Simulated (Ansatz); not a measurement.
Relaxation of a periodic cell of 20 atoms, HCl (contents 10 HCl, density as packed 1.19 g/cm³ with natural masses), to a largest force component of 0.3 eV/Å in at most 15 steps.

These are results of DFT PBE-D3(BJ), scalar-relativistic, plane waves, PAW (Ansatz), not measurements. Settings: cutoff 420 eV, k mesh 1x1x1, fermi-dirac smearing 0.02 eV, no spin polarisation.

```xyz
20
Lattice="7.9896 0.0000 0.0000 0.0000 7.9896 0.0000 0.0000 0.0000 7.9896" Properties=species:S:1:pos:R:3:forces:R:3
Cl 4.313 4.173 7.498 -0.15 0.37 -0.18
H 4.576 3.551 6.410 -0.03 -0.23 -0.16
Cl 0.774 2.293 8.304 -0.05 0.19 0.28
H 0.615 2.404 7.039 -0.12 0.07 -0.28
Cl 2.132 6.451 4.884 0.27 -0.21 0.89
H 2.003 5.638 3.903 0.07 -0.21 -0.40
Cl 3.900 4.105 2.925 -0.68 -0.01 0.24
H 4.144 4.293 4.167 -0.02 0.14 0.17
Cl 7.285 7.272 7.050 0.12 -0.17 0.21
H 6.813 7.699 5.939 -0.15 0.06 -0.20
Cl 6.483 5.290 1.735 0.69 0.10 0.43
H 6.192 5.735 0.570 -0.06 0.15 -0.37
Cl 4.825 1.545 1.430 -0.15 -0.62 0.11
H 6.000 1.580 0.924 0.40 -0.01 -0.16
Cl 6.459 2.287 5.167 0.03 0.33 0.28
H 6.771 1.369 4.331 0.03 -0.23 -0.51
Cl 0.829 0.108 2.683 -0.61 -0.02 -0.61
H 1.082 1.006 3.560 0.22 0.32 0.32
Cl 2.476 1.830 5.383 -0.02 0.35 0.15
H 2.983 0.869 4.707 0.21 -0.38 -0.21
```

**Question.** Where does it end, and by what steps?

**Answer.** It converged. The threshold is loose, so the end isn't yet a minimum. The force dipped under the threshold on the way, but the program's further checks kept it going. Limits of this set-up: coarse k mesh. After 13 steps the energy has fallen by 1.806 eV; H2 moved furthest, 1.48 Å.

```
step  energy less start (eV)  largest force component (eV/Å)  accepted
   0                  0.0000                           0.891       yes
   1                 -0.5006                           0.341       yes
   2                 -0.7138                           0.928       yes
   3                 -0.9395                           0.637       yes
   4                 -1.1072                           0.449       yes
   5                 -1.2272                           0.862       yes
   6                 -1.3575                           0.700       yes
   7                 -1.4646                           0.669       yes
   8                 -1.5635                           0.518       yes
   9                 -1.6389                           0.516       yes
  10                 -1.7065                           0.433       yes
  11                 -1.7611                           0.263       yes
  12                 -1.7611                           0.263       yes
  13                 -1.8062                           0.251       yes
```

```xyz
20
Lattice="7.9896 0.0000 0.0000 0.0000 7.9896 0.0000 0.0000 0.0000 7.9896" Properties=species:S:1:pos:R:3
Cl 4.637 4.456 7.324
H 4.599 3.244 7.856
Cl 0.294 2.662 7.848
H -0.215 2.823 6.654
Cl 1.713 5.940 5.399
H 2.494 5.373 4.503
Cl 3.346 4.103 2.944
H 4.541 3.866 3.407
Cl 6.813 7.309 6.652
H 6.700 7.706 5.421
Cl 6.728 5.547 2.005
H 6.013 5.217 0.962
Cl 5.161 1.540 1.091
H 6.371 1.757 0.630
Cl 6.478 2.947 4.710
H 7.237 2.173 3.942
Cl 0.498 0.771 2.922
H 1.507 1.035 3.743
Cl 3.072 1.134 5.189
H 2.667 -0.103 5.407
```

Run time: 25 s on 1 thread of AMD EPYC 7R13 Processor (Zen 3) (shared host), peak memory 0.49 GiB.
